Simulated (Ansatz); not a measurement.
# Worked example: the barrier

An elementary step of SiNH₅OF₂, closed shell (SiH₂OF₂ ([OH][SiH]([F])[F]) + NH₃ → SiNH₃F₂ ([NH2][SiH]([F])[F]) + H₂O; bonds formed: O2–H6; dative contacts that become bonds: Si1–N7; bonds broken: Si1–O2, H6–N7). “Start” is the structure reached by relaxing down from the saddle towards the reactants; PBE0-D4/def2-TZVP structures. The saddle:

Si1  (0.475, 0.617, 0.222)
O2  (0.884, -1.168, -0.426)
F3  (-0.159, 2.043, 0.690)
F4  (0.908, 0.131, 1.690)
H5  (1.440, 1.148, -0.751)
H6  (-0.336, -1.096, -0.480)
N7  (-1.126, -0.109, -0.342)
H8  (1.272, -1.767, 0.217)
H9  (-1.849, -0.099, 0.368)
H10  (-1.507, 0.301, -1.186)
(Å)

Ansatz 0.2.0; basis: def2-TZVPP and def2-QZVPP; cores frozen in the correlated methods.

Energies in eV:

| quantity | saddle | start |
| --- | --- | --- |
| Hartree–Fock, triple zeta (X = 3) | -16880.06081 | -16882.01844 |
| Hartree–Fock, quadruple zeta (X = 4) | -16880.74599 | -16882.71465 |
| MP2 correlation, X = 3 | -30.47664 | -30.00338 |
| MP2 correlation, X = 4 | -33.10737 | -32.62648 |
| CCSD(T) correlation, X = 3 | -31.92837 | -31.50825 |

(1) Work out the barrier at the basis limit: extrapolate Hartree–Fock as E(X) = E∞ + A exp(−7.88 √X) and the MP2 correlation as E(X) = E∞ + B X^−2.97 (the exponents that Neese and Valeev fitted for def2-TZVPP and QZVPP), then add CCSD(T) − MP2 in triple zeta.

No T1 diagnostic of these runs exceeds 0.012.

## Answers

(1) Each step is linear, so take the differences first (saddle − start): Hartree–Fock 1.95763 (X = 3) and 1.96866 (X = 4); MP2 correlation -0.47326 and -0.48089; CCSD(T) correlation -0.42012.
Two points give E∞ = E(4) + w [E(4) − E(3)], with w = 1/(exp(7.88 (2 − √3)) − 1) = 0.1377 for Hartree–Fock and w = 1/((4/3)^2.97 − 1) = 0.7407 for the correlation.
Hartree–Fock: 1.96866 + 0.1377 × 0.01103 = 1.9702 eV.
MP2 correlation: -0.48089 + 0.7407 × (-0.00763) = -0.4865 eV.
CCSD(T) − MP2: -0.42012 − (-0.47326) = 0.0531 eV.
Sum: 1.9702 + (-0.4865) + 0.0531 = 1.5368 eV, or 35.44 kcal/mol. Plain CCSD(T) in triple zeta gives 1.5375 eV, so the larger basis shifts the result by -0.0007 eV.

Labels in which every atom is bracketed show which atoms are joined, not bond orders.

For scale, one of the runs: CCSD(T)/def2-TZVPP, 236 basis functions, launched by `ansatz run in.yaml --threads 4 --pin off --events-out ev --progress --plain --max-ram 9574MiB`. Hardware: 4 CPU threads of an AMD EPYC, shared host. Wall time 4.2 min; peak host memory 4.7 GiB.
